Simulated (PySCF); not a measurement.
H₆OSi₂, SMILES O[SiH2][SiH3]. Atoms are numbered in the order given.

```xyz
9

Si    -0.8620    -0.2060     0.1553
O     -1.3439     1.2912    -0.4134
Si     1.4721    -0.4541     0.0194
H     -1.2860    -0.4299     1.5768
H     -1.5452    -1.2116    -0.7057
H     -0.9392     2.0570     0.0040
H      2.1459     0.6254     0.8103
H      1.9376    -0.3506    -1.3982
H      1.8963    -1.7781     0.5740
```

Geometry optimised at PBE0-D3(BJ)/def2-SVP. One conformer was computed; it need not be the lowest.

Computed with TDA-CAM-B3LYP/def2-SVPD in PySCF.

Vertical excitations. Isolated molecule, no solvent.

```json
[
 {"state": "S1", "energy (eV)": "6.20", "λ (nm)": "200", "f": "0.011", "main pairs": "HOMO→LUMO 93 %"},
 {"state": "S2", "energy (eV)": "7.32", "λ (nm)": "169", "f": "0.036", "main pairs": "HOMO→LUMO+3 71 %, HOMO→LUMO+1 16 %"},
 {"state": "S3", "energy (eV)": "7.38", "λ (nm)": "168", "f": "0.010", "main pairs": "HOMO→LUMO+1 61 %, HOMO→LUMO+2 20 %"},
 {"state": "S4", "energy (eV)": "7.47", "λ (nm)": "166", "f": "0.010", "main pairs": "HOMO−1→LUMO 84 %"},
 {"state": "S5", "energy (eV)": "7.84", "λ (nm)": "158", "f": "0.361", "main pairs": "HOMO→LUMO+2 56 %, HOMO→LUMO+4 18 %, HOMO→LUMO+3 12 %"},
 {"state": "S6", "energy (eV)": "8.00", "λ (nm)": "155", "f": "0.093", "main pairs": "HOMO→LUMO+4 76 %"},
 {"state": "S7", "energy (eV)": "8.26", "λ (nm)": "150", "f": "0.015", "main pairs": "HOMO→LUMO+5 56 %, HOMO−2→LUMO 13 %, HOMO−4→LUMO 11 %"},
 {"state": "S8", "energy (eV)": "8.44", "λ (nm)": "147", "f": "0.003", "main pairs": "HOMO→LUMO+6 34 %, HOMO−3→LUMO 32 %, HOMO→LUMO+5 8 %, HOMO−2→LUMO 7 %"},
 {"state": "S9", "energy (eV)": "8.54", "λ (nm)": "145", "f": "0.025", "main pairs": "HOMO→LUMO+6 37 %, HOMO−3→LUMO 32 %"},
 {"state": "S10", "energy (eV)": "8.72", "λ (nm)": "142", "f": "0.005", "main pairs": "HOMO−1→LUMO+1 58 %"},
 {"state": "T1", "energy (eV)": "5.57", "λ (nm)": "223", "f": "0", "main pairs": "HOMO→LUMO 87 %"},
 {"state": "T2", "energy (eV)": "6.37", "λ (nm)": "195", "f": "0", "main pairs": "HOMO→LUMO+3 75 %, HOMO→LUMO+2 14 %"},
 {"state": "T3", "energy (eV)": "6.92", "λ (nm)": "179", "f": "0", "main pairs": "HOMO−1→LUMO 48 %, HOMO→LUMO+1 21 %, HOMO→LUMO+2 7 %"},
 {"state": "T4", "energy (eV)": "6.95", "λ (nm)": "178", "f": "0", "main pairs": "HOMO→LUMO+2 63 %, HOMO→LUMO+3 11 %"}
]
```
Triplets are in the Tamm–Dancoff approximation.
